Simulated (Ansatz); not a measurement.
Molecule: C7H13 (charge 0, doublet). It need not be the lowest isomer of its formula. SMILES: [CH2]C/C(C)=C/CC
Structure (B3LYP-D3(BJ)/def2-TZVP (Ansatz, a program for electronic structure) minimum search):
```
C
C 1 1.3340
H 2 1.0884 1 117.11
C 2 1.4985 3 114.41 1 178.69
H 4 1.0904 2 111.16 3 172.67
H 4 1.0957 5 106.21 2 118.23
C 1 1.5022 2 125.01 3 179.17
H 7 1.0874 1 113.16 2 -0.04
H 7 1.0934 8 108.26 5 -118.51
H 7 1.0946 8 108.01 9 -114.86
C 1 1.5136 2 120.45 3 -1.29
H 11 1.0968 1 109.59 2 125.02
H 11 1.1006 12 105.59 1 116.71
C 11 1.4894 12 109.31 13 118.12
H 14 1.0813 11 121.23 12 -28.59
H 14 1.0820 15 118.18 11 171.98
C 4 1.5334 5 109.49 6 117.21
H 17 1.0916 4 110.73 5 61.31
H 17 1.0918 18 108.26 4 122.14
H 17 1.0923 18 107.62 19 116.38
```
Charge 0, spin multiplicity 2.

Parts of the frozen-core correlation energy in cc-pVTZ (Ansatz, hartree). Frozen orbitals: 7; correlated occupied orbitals by spin: 21 and 20; virtual: 364 and 365. UHF or UKS for open shells. Spin-orbit coupling is left out. Non-relativistic.

| term | value |
|---|---|
| reference (HF) | -272.67740 |
| MP2 opposite-spin | (withheld) |
| MP2 same-spin | -0.26468 |
| CCSD correlation | (withheld) |
| (T) | (withheld) |
| T1 diagnostic | 0.011 |
| largest doubles amplitude | 0.028 |
| <S^2> of the reference | 0.770 |

**Question.** What belongs in the gaps?

**Answer.** 
- MP2 opposite-spin, value: -0.90701
- CCSD correlation, value: -1.24476
- (T), value: -0.05218
